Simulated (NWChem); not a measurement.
# SeIF; SMILES F[Se]I

```xyz
3

Se    -0.3815     1.2998     0.0000
F      1.2910     1.9359     0.0000
I      0.0260    -1.1988     0.0000
```
Atoms are numbered in this order, from 1.

Level: PBE-D3(BJ)/def2-SVP with def2 effective core potentials on I (NWChem), optimised geometry, unscaled harmonic frequencies. This build's default masses of Se (78.918 u) and Br (79.917 u) are each other's, which moves their modes by up to 0.6 %. def2 effective core potentials on I; no spin-orbit coupling.

| frequency (cm⁻¹) | IR intensity (km/mol) |
|---|---|
| 149 | 1.1 |
| 248 | 10.4 |
| 629 | 64.5 |

- zero-point energy = 1.5 kcal/mol
- thermal correction to the enthalpy at 298.15 K (with zero-point energy) = 4.6 kcal/mol
- heat capacity Cv = 10.6 cal/(mol K)
- entropy at 298.15 K and 1 atm (symmetry number 1) = 74.2 cal/(mol K)

Rigid rotor and harmonic oscillator.
